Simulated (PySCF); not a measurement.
C8H15P.
SMILES with atom numbers: `[CH3:1][C:2]([CH3:3])([CH3:4])/[CH:5]=[P:6]/[CH:7]1[CH2:8][CH2:9]1`

Geometry (GFN2-xTB, Å), atoms numbered from 1 in this order:
```xyz
24
C8H15P angstrom
C     -2.2659   -0.0355   -1.3680
C     -1.6762   -0.0576    0.0490
C     -1.9903    1.2589    0.7548
C     -2.2923   -1.2226    0.8365
C     -0.1981   -0.2841   -0.0550
P      0.9722    0.7422    0.5533
C      2.4979   -0.1606    0.0659
C      3.6778   -0.1314    1.0015
C      3.7267    0.6415   -0.2712
H     -3.3417    0.1222   -1.3277
H     -1.8187    0.7689   -1.9487
H     -2.0755   -0.9769   -1.8795
H     -1.5870    1.2505    1.7656
H     -3.0656    1.4155    0.8090
H     -1.5434    2.0923    0.2161
H     -2.0803   -2.1718    0.3487
H     -1.8814   -1.2540    1.8435
H     -3.3715   -1.1041    0.9056
H      0.0872   -1.1961   -0.5687
H      2.3385   -1.0754   -0.4954
H      3.5794    0.4192    1.9260
H      4.2760   -1.0262    1.0900
H      4.3590    0.2863   -1.0713
H      3.6616    1.7187   -0.2128
```

NICS is the negative of the GIAO shielding at a point without a nucleus: at the ring centre (0) and 1 Å above and below it (1); zz is the component along the ring normal. Level: GIAO PBE0/pcSseg-1 (PySCF, non-relativistic, gas phase) on the GFN2-xTB geometry, one conformer.

Ring bond lengths (Å), with Mayer bond orders in brackets: C7–C8 1.506 (0.92), C8–C9 1.490 (0.97), C9–C7 1.506 (0.92).

Task: What do the NICS probes read (ppm)?

Result: 
| ring | type | NICS(0) | NICS(1), two faces | NICS(1)zz, two faces | rms pucker (Å) | centre to ring atoms, mean (Å) |
| --- | --- | --- | --- | --- | --- | --- |
| C7–C8–C9 | 3-membered carbocycle; formal bonds all single | -43.2 | -8.1 / -8.4 | -22.2 / -23.9 | 0.00 | 0.87 |

Task: What do they say, and how far can they be read as aromaticity?

Result: 
- C7–C8–C9: mean NICS(1)zz -23.0 ppm, shielded. C7, C8, C9 have four or more neighbours, so the value isn't read as a sign of a π ring current. NICS(0) lies 35 ppm below the mean NICS(1).

Task: How shielded are the nuclei of the rings and their hydrogens (means over atoms taken as equivalent)?

Result: 
| atoms | environment | σ isotropic (ppm) | principal values of the symmetric part, first atom (ppm) |
| --- | --- | --- | --- |
| C7 | sp3 carbon bound to phosphorus | 164.1 | 122.9, 146.9, 222.3 |
| C8 (×2) | three-membered-ring carbon | 179.4 | 148.5, 179.1, 210.5 |
| H20 | methine hydrogen | 30.31 | 23.4, 29.3, 38.2 |
| H21 (×2) | methylene hydrogen | 31.20 | 25.5, 28.4, 39.8 |
| H22 (×2) | methylene hydrogen | 30.82 | 25.1, 26.5, 40.8 |

Hardware: one thread of an Arm Neoverse V1, shared host with 32 logical CPUs at a one-minute load of 24. Cost: 54 s wall, 0.98 GiB resident at most. This is the whole shielding run at PBE0/pcSseg-1, SCF included.
